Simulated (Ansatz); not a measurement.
Stepwise reaction of `[F][Sn]([F])([F])[F]` with hydrogen sulfide, as a gas-phase model of exchange steps in deposition or etching. ΔE in kJ/mol.

Computed with Ansatz on PBE0-D4/def2-TZVP structures; ΔE is electronic, products minus reactants. CBS: MP2 limit from def2 TZ/QZ plus the TZ coupled-cluster correction, frozen cores. This one scheme is used for every species. DFT in def2-TZVPP. B3LYP here is the variant with VWN-RPA as its local correlation; programs differ in this. def2 core potentials past Kr. For Sn outer-core shells are correlated without core-valence functions, which leaves a few kJ/mol of doubt a bond. Each species was taken in one conformer, which may not be the lowest.

| step | reaction | PBE-D4 | B3LYP-D4 | ωB97M-V | CCSD(T)/CBS |
| --- | --- | --- | --- | --- | --- |
| 1 | `[F][Sn]([F])([F])[F]` + H₂S → `[F][Sn]([F])([F])[SH]` + H–F | -37.4 | -34.0 | -31.3 | -36.0 |
| 2 | `[F][Sn]([F])([F])[SH]` + H₂S → `[F][Sn]([F])([SH])[SH]` + H–F | -23.7 | -19.1 | -17.5 | -23.4 |
| 3 | `[F][Sn]([F])([SH])[SH]` + H₂S → `[F][Sn]([SH])([SH])[SH]` + H–F | -14.2 | -9.2 | -8.2 | -14.9 |
| 4 | `[F][Sn]([SH])([SH])[SH]` + H₂S → `[SH][Sn]([SH])([SH])[SH]` + H–F | -8.2 | -4.1 | -2.3 | -11.3 |

**Question.** By hand: ΔE of the 4 steps together at CCSD(T)/CBS.

**Answer.** (-36.0) + (-23.4) + (-14.9) + (-11.3) = -85.6 kJ/mol, or -21.4 kJ/mol a step.

In ΔE each step is higher than the one before. All are downhill at CCSD(T)/CBS. PBE-D4 differs from CCSD(T)/CBS by -1.4 to 3.1 kJ/mol a step. Isolated molecules leave out the surface, adducts and barriers. Largest T1 diagnostic: 0.015.
